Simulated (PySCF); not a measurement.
Excitation energy of K by level of theory

K [Ar] 4s1 (2S) → K [Ar] 3d1 (2D), as a difference of total energies. Calculation: PySCF 2.14, in dyall-av3z (25s18p5d2f, 118 functions); no relativity, point nucleus. The calculations carry no spin-orbit coupling.

| method | excitation energy (eV) | difference from reference (eV) |
| --- | --- | --- |
| UHF | 2.453 | -0.217 |
| LDA | 2.478 | -0.192 |
| PBE | 2.316 | -0.354 |
| PBE0 | 2.372 | -0.298 |
| r2SCAN | 2.350 | -0.320 |
| r2SCAN0 | 2.436 | -0.234 |
| BLYP | 2.317 | -0.353 |
| TPSS | 2.232 | -0.438 |

Reference: 2.670 eV (measured; NIST levels, between the centres of gravity of the two terms).

These non-relativistic numbers lack the scalar-relativistic shift.
